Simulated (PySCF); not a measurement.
Gas-phase reaction: 2 SnCl₃ + 2 SnH₂Cl₂ = SnHCl + 3 SnHCl₃

Computed with PySCF (xtb for GFN2) and rigid-rotor harmonic-oscillator thermochemistry at 1 bar. † marks an energy on the PBE0/def2-TZVP geometry and frequencies; other levels use their own. MP2 and CCSD(T) freeze the core. Open shells (unrestricted): SnCl₃ (multiplicity 2); the rest are closed-shell singlets. GFN2 has no spin-polarisation term. Sn: scalar-relativistic def2 core potential, no spin-orbit coupling. SnCl₃, SnH₂Cl₂, SnHCl, SnHCl₃: computed as isolated molecules; such fragments, hydroxides, amides, oligomers or adducts are transient or little studied in the gas. MP2 isn't extrapolated to the basis-set limit; its ΔH°(298 K) is -109.1 kJ in def2-SVP and -126.4 kJ in def2-TZVPP. CCSD(T) isn't extrapolated to the basis-set limit. The harmonic model lacks anharmonicity and excited electronic states, which grow with temperature; levels with a mode under 35 cm⁻¹ are left out. Soft modes under 120 cm⁻¹ make the harmonic entropy rough for SnCl₃, SnH₂Cl₂, SnHCl₃.

```csv
level,"ΔE electronic, kJ","ΔH°(298 K), kJ","ΔS°(298 K), J/K","ΔG°(1200 K), kJ"
BLYP/def2-TZVP†,-71,-74,-21,-49
CCSD(T)/def2-SVP†,-111,-114,-21,-90
GFN2-xTB,-7,-13,-24,12
MP2/def2-TZVPP†,-124,-126,-21,-102
PBE/def2-TZVP†,-75,-77,-21,-53
PBE0/def2-QZVP†,-86,-88,-21,-64
PBE0/def2-SVP†,-83,-85,-21,-61
ωB97M-V/def2-TZVP†,-105,-107,-21,-83
```
ΔH° is lowest at MP2/def2-TZVPP† and highest at GFN2-xTB. No reference value is set beside these.
